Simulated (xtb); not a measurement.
KI, SMILES [K][I]. All values are semi-empirical tight-binding results from xtb (GFN2-xTB unless named), good for trends rather than for accurate numbers. Coordinates come from a GFN2-xTB optimisation.

Optimised geometry:

Bonds (Å): K1–I2 3.157.
Charge 0, spin multiplicity 1.

For metal compounds this method's bond lengths and energies can be far off.

Question: Estimate the properties. (An estimate is asked for; the answer gives what the named calculation found.)

Answer: 
```
Property                       Value
---------------------------  -------
point group as xtb finds it      C∞v
orbital gap                  1.80 eV
```

Computed atomic charges and the Wiberg bond orders between heavy atoms:
charges (e) K1 0.55, I2 -0.55. Bond orders K1–I2 0.78.
